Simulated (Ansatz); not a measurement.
Calculated with Ansatz (gas phase, PBE0-D4/def2-TZVP geometries, no zero-point term in ΔE). CBS: MP2 limit from def2 TZ/QZ plus the TZ coupled-cluster correction, frozen cores. DFT in def2-TZVPP. HSE06 is defined as in plane-wave codes. Each species was taken in one conformer, which may not be the lowest.

Reaction (redistribution): `N=C[SiH]1C=N1` + `N[SiH2]F` → `N[SiH]1C=N1` + `N=C[SiH2]F`

| species | HSE06-D4 energy (Eh) |
| --- | --- |
| `N=C[SiH]1C=N1` | -477.25951 |
| `N[SiH2]F` | -446.37308 |
| `N[SiH]1C=N1` | -439.24646 |
| `N=C[SiH2]F` | -484.37837 |

Task: Work out ΔE.

Result: ΔE = (-439.24646) + (-484.37837) − (-477.25951) − (-446.37308) = 0.00776 Eh = +20.4 kJ/mol. CCSD(T)/CBS gives +18.2 kJ/mol.

Largest T1 diagnostic among the species: 0.016.

From PBE to PBE0 (25 % exact exchange), in def2-TZVPP and without D4, ΔE moves by −4.9 kJ/mol. In def2-TZVPP, CCSD(T) changes the Hartree–Fock value by +8.8 kJ/mol (the triples alone add +2.5 kJ/mol) and MP2 by +9.3 kJ/mol. At CCSD(T), def2-SVP lies +7.7 kJ/mol from the extrapolated value and def2-TZVPP +1.4 kJ/mol.
